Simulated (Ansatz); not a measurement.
```yaml
crystal:
  periodic: [false, false, false]
  atoms:
    - {symbol: W, position_ang: [-0.339634, -0.562114, 0.003594]}
    - {symbol: Se, position_ang: [1.950526, -0.795923, -0.169430]}
    - {symbol: Se, position_ang: [-1.610902, 1.358027, 0.165836]}
basis:
  gaussian: {orbitals: def2-SVP}
total_charge: -1
magnetization: {spin_polarized: true, initial_magnetization: 3}
hamiltonian: {xc: {name: rPW86-PBE}, dispersion: d3bjatm}
scf: {omitted_lower_state_checks: [starts]}
```

```sh
$ ansatz run in.yaml --threads 4 --pin off --events-out ev --progress --plain --max-ram 3916MiB
```

It prints (some lines left out):

```
Functional definition: rPW86-PBE
999 factors; their error is unknown
mean field evaluation 1: about -132560.5709 eV, gradient 1.5e1 eV
mean field evaluation 2: about -132553.7856 eV, gradient 3.7e1 eV
mean field evaluation 4: about -132561.1846 eV, gradient 2.9e0 eV
mean field evaluation 8: about -132561.2403 eV, gradient 1.3e-1 eV
mean field evaluation 16: about -132561.0336 eV, gradient 1.7e-4 eV
mean field -132561.03356604 eV, -4871.5281304562 hartree, gradient 4.4e-5 eV, S^2 3.790159; 0 other end points of the search recorded, 0 dependent functions left out
reference -132561.03366123 eV, -4871.5281339545 hartree; 43, 40 occupied and 53, 56 virtual orbitals, 999 factors
Total energy: -132561.13557209 eV, -4871.5318791094 hartree
Checks for a lower state left out: starts
```

Hardware: 4 threads of Arm Neoverse V1 on a shared host. Wall time 5 s.

In the def2 sets W takes a core potential; there is no spin–orbit coupling. The highest occupied level of an anion often lies above zero with these methods, and sets without diffuse functions describe the outer electron poorly.
